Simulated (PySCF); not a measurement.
A run for PySCF: R-MP2/6-31G* on C4H12Si (SMILES CC[SiH2]CC).

```python
from pyscf import gto, scf, dft, mp
from pyscf.data.elements import chemcore

mol = gto.M(
    atom='''
    C     1.83034783   -0.00211468    1.04298901
    C     1.44888452   -0.80553661   -0.20726241
    Si    0.14150373   -0.01682526   -1.31369024
    C    -1.60807144   -0.09751502   -0.61814952
    C    -1.84124997    0.65936469    0.69530491
    H     2.63133237   -0.49056387    1.60224722
    H     0.98475835    0.11699765    1.72154671
    H     2.17647577    0.99909323    0.77817254
    H     2.33818461   -0.96479699   -0.82555287
    H     1.10383782   -1.80556980    0.07608817
    H     0.14927275   -0.71081513   -2.62921962
    H     0.50664949    1.40803058   -1.54401252
    H    -2.27588705    0.29231976   -1.39347153
    H    -1.87973392   -1.15148612   -0.49776479
    H    -1.54041665    1.70597613    0.61161345
    H    -1.27169294    0.22156419    1.51629426
    H    -2.89419524    0.64187729    0.98486723
    ''',
    basis='6-31g*',
    cart=True,
    charge=0, spin=0, verbose=3, max_memory=1800)
mf = scf.RHF(mol)
mf.conv_tol = 1e-8
mf.max_cycle = 100
mf.kernel()
if not mf.converged:
    mf = mf.newton().run(mf.mo_coeff, mf.mo_occ)
pt = mp.MP2(mf, frozen=chemcore(mol)).run()
```

Output:

```
converged SCF energy = -447.37818669037
E(RMP2) = -447.985678094951  E_corr = -0.607491404581427
E(SCS-RMP2) = -447.989610664021  E_corr = -0.611423973651143
```

The run converged.

Cost: very roughly 4 core-seconds.
